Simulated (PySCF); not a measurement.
C2H4ClFOSi, SMILES Cl[Si@](C=O)(F)C.

The structure is a stationary point at PBE-D3(BJ)/def2-SVP. The structure was generated by enumeration; whether it is a known compound was not checked. One conformer was computed; it need not be the lowest.

Calculation: PBE-D3(BJ)/def2-SVP (PySCF 2.14.0).

Frequencies are harmonic and unscaled.

| mode | ν (cm⁻¹) | IR (km/mol) | moving atoms (share of kinetic energy) |
|---|---|---|---|
| 1 | 42 | 6.0 | O 49 %, H 22 %, Cl 13 % |
| 2 | 87 | 1.1 | H 84 % |
| 3 | 128 | 9.5 | C 34 %, O 29 %, H 21 %, F 10 % |
| 4 | 143 | 0.7 | C 37 %, H 28 %, Cl 20 %, F 12 % |
| 5 | 191 | 2.9 | C 26 %, H 22 %, Cl 19 %, Si 14 %, F 13 % |
| 6 | 232 | 6.1 | F 48 %, Cl 20 %, C 9 %, O 9 % |
| 7 | 242 | 25.8 | F 33 %, C 24 %, Si 19 %, H 17 % |
| 8 | 358 | 5.5 | O 37 %, Si 19 %, C 14 %, F 14 %, Cl 9 % |
| 9 | 507 | 66.0 | Cl 35 %, Si 28 %, C 22 %, H 10 % |
| 10 | 649 | 29.0 | C 50 %, Si 23 %, H 18 % |
| 11 | 738 | 4.7 | H 49 %, C 31 %, F 11 % |
| 12 | 753 | 51.9 | H 64 %, C 25 %, Si 10 % |
| 13 | 788 | 73.9 | H 38 %, Si 35 %, C 26 % |
| 14 | 842 | 51.6 | H 46 %, C 32 %, Si 11 %, F 8 % |
| 15 | 895 | 145.2 | Si 43 %, F 36 %, H 13 % |
| 16 | 1219 | 37.9 | H 77 %, C 23 % |
| 17 | 1333 | 15.6 | H 82 %, C 11 % |
| 18 | 1367 | 5.8 | H 96 % |
| 19 | 1373 | 5.1 | H 96 % |
| 20 | 1729 | 82.0 | C 57 %, O 42 % |
| 21 | 2737 | 147.7 | H 92 % |
| 22 | 2987 | 0.5 | H 97 % |
| 23 | 3089 | 0.2 | H 91 %, C 9 % |
| 24 | 3103 | 0.1 | H 91 %, C 9 % |
